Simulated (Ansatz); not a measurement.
A family of molecules: the HOMO–LUMO gap

One atom is swapped for its congeners: BH(CH3)(SH); AlH(CH3)(SH); GaH(CH3)(SH). All are singlets with charge 0.

Shapes, held fixed at every level: PBE0-D4/def2-TZVP. Flexible molecules stand in one conformer, not always the lowest. Programs: Ansatz 0.2.0. Values in eV.

```
               level  BH(CH3)(SH)  AlH(CH3)(SH)  GaH(CH3)(SH)
    SPW92/def2-TZVPP         5.12          4.69          4.40
   PBE-D4/def2-TZVPP         5.22          4.79          4.52
r2SCAN-D4/def2-TZVPP         5.81          5.40          5.05
 BHLYP-D4/def2-TZVPP         9.41          8.51          8.23
  PBE0-D4/def2-TZVPP         7.34          6.72          6.46
  wB97M-V/def2-TZVPP        11.52         10.52         10.34
  wB97X-V/def2-TZVPP        11.87         10.96         10.71
```

At wB97X-V/def2-TZVPP the HOMO–LUMO gap falls at every step, from 11.87 to 10.71 eV. Every level shows the same order. Relativity is left out for Ga unless named. Orbital gaps aren't excitation energies, and the LUMO depends on the basis.
